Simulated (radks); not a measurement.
Values are calculated unless marked as measured or tabulated.
Neutral cobalt inside a hard spherical wall (all orbitals vanish at R), configuration held at [Ar] 3d7 4s2 and not refilled when levels cross. Level of theory: non-relativistic Kohn-Sham, r2SCAN, spin-polarised, spherical densities, point nucleus; open shells are filled with parallel spins first; meta-GGA in the generalised Kohn-Sham scheme (a radial shooting solver on a logarithmic mesh with Libxc functionals). Eigenvalues in eV for spin up, with the zero of energy where the potential of the charges vanishes at infinity; a dash marks a level that is unbound or too diffuse for the functional's potential to be trusted. A positive occupied level is held by the wall or, in an anion where self-interaction has pushed it up, behind a barrier. The pressure on the wall is -dE/dV.

R (bohr)  E (hartree)  kinetic (hartree)    e(3s)    e(3p)    e(3d)   e(4s)  e(4p, empty)  e(5s, empty)  pressure (GPa)
free      -1382.66464           1381.610  -105.25  -69.040  -10.297  -5.824        -1.047             -               0
20        -1382.66464           1381.610  -105.25  -69.040  -10.297  -5.824        -1.047             -        < 0.0001
10        -1382.66443           1381.612  -105.23  -69.020  -10.277  -5.807        -1.005         3.669         0.00618
5         -1382.57373           1382.064  -103.04  -66.836   -8.175  -3.534         2.742        21.188            10.3
4         -1382.34618           1382.940  -100.14  -63.963   -5.434   0.423         8.286        41.365            61.0
3.5       -1382.03948           1384.018  -97.305  -61.175   -2.731   5.031        14.288        61.352             168
2.5       -1379.71303           1391.614  -84.068  -48.172   10.806  34.194        48.800        161.79            1960
1.5       -1356.95697           1459.588  -22.111   16.377   82.974  239.35        259.87        660.69           72200
